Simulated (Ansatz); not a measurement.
Job for Ansatz (a quantum-chemistry and plane-wave program): R-wB97M-V/def2-TZVPPD on AsH7OSi (a complex). Files ending in .json are basis or fitting sets from the Basis Set Exchange.

Ansatz 0.2 input:
```yaml
crystal:
  periodic: [false, false, false]
  atoms:
    - {symbol: As, position_ang: [-0.37087047, -0.12669010, -0.24454212]}
    - {symbol: H, position_ang: [-1.82746168, -0.18720242, -0.67450692]}
    - {symbol: H, position_ang: [0.14982197, -0.50947290, -1.62037825]}
    - {symbol: H, position_ang: [-0.25696793, 1.36491626, -0.51510325]}
    - {symbol: O, position_ang: [0.74549478, -1.33136271, 2.91454772]}
    - {symbol: Si, position_ang: [0.62259589, -0.07275083, 3.97118922]}
    - {symbol: H, position_ang: [0.48654382, -1.16333641, 1.99905222]}
    - {symbol: H, position_ang: [1.50757063, 1.05873469, 3.59256134]}
    - {symbol: H, position_ang: [1.02766695, -0.59621399, 5.29145655]}
    - {symbol: H, position_ang: [-0.76561848, 0.45121251, 4.04750265]}
basis:
  gaussian:
    orbitals: def2-TZVPPD.json
hamiltonian:
  xc: {name: wB97M-V}
scf: {lower_state_search: off}
```

Program output:

```
Functional definition: wB97M-V
[...]
these checks for a lower state are left out or cut short: stability, starts, cluster_reference, orbital_swaps, neighbouring_geometries, increment
integrals: 0.28 GiB planned
1325 factors; their error is unknown
integrals: 0.31 GiB planned
378 factors; integrals over basis functions are off by at most 3.1e-5 eV
mean field: 1.65 GiB planned
mean field evaluation 1: about -70872.7021 eV, gradient 4.8e1 eV
mean field evaluation 2: about -70871.1073 eV, gradient 5.9e1 eV
mean field evaluation 4: about -70876.5309 eV, gradient 1.2e0 eV
mean field evaluation 8: about -70876.6880 eV, gradient 4.0e-1 eV
mean field evaluation 16: about -70876.6881 eV, gradient 1.8e-5 eV
mean field -70876.68812363 eV, -2604.6702465987 hartree, gradient 4.9e-6 eV, S^2 0.000000; 0 other end points of the search recorded, 0 dependent functions left out
reference -70876.68819123 eV, -2604.6702490830 hartree; 31, 31 occupied and 230, 230 virtual orbitals, 1325 factors
Total energy: -70876.68819123 eV, -2604.6702490830 hartree
Checks for a lower state left out: stability, starts, cluster_reference, orbital_swaps, neighbouring_geometries, increment
```

The calculation finished and met its thresholds.

Cost: around 16 core-seconds (rough).
